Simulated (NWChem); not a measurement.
C4H4O2; SMILES C1OC=COC=1

```xyz
10

C      1.1518     0.6653     0.0000
C      1.1518    -0.6653     0.0000
O      0.0000    -1.4412     0.0000
C     -1.1518    -0.6653     0.0000
C     -1.1518     0.6653     0.0000
O      0.0000     1.4412     0.0000
H      2.0539     1.2620     0.0000
H      2.0539    -1.2620     0.0000
H     -2.0539    -1.2620     0.0000
H     -2.0539     1.2620     0.0000
```
Atoms are numbered in this order, from 1.

All runs: NWChem. Pople sets run with spherical d functions. Structure relaxed at the B3LYP/6-31G* (spherical d) level. Level: B3LYP/6-31G* with SMD (1 M gas to 1 M solution), gas-phase geometry.

**Question.** Estimate the computed values for solvent water. Quantities: solvation free energy (kcal/mol); cavity-dispersion-structure term (kcal/mol).

**Answer.** 
```json
{
  "solvation free energy (kcal/mol)": "-1.5",
  "cavity-dispersion-structure term (kcal/mol)": "4.7"
}
```
